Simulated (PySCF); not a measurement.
WOF3, SMILES [F][W+](=[O])([F])[F], charge +1, multiplicity 1.

The structure is a stationary point at B3LYP-D3(BJ)/def2-SVP. The multiplicity is an assumed one; other spin states were not compared. The isomer is the one that the SMILES or the coordinates give; other isomers of the formula were not compared. The def2 effective core potentials stand for the cores of W; spin–orbit coupling is left out.

Computed with CAM-B3LYP/def2-TZVP run with PySCF.

The molecule is in vacuum.

| Property | Result |
|---|---|
| total energy | -441.75234 hartree |
| point group | C3v |
| highest occupied level | -19.77 eV |
| lowest empty level | -9.05 eV |
| orbital gap | 10.72 eV |
| dipole moment about the centre of nuclear charge | 0.216 e·Å |
| mean static polarisability | 32.6 bohr³ (4.84 Å³) |
| polarisability, principal values | 31.4, 31.4, 35.1 bohr³ |
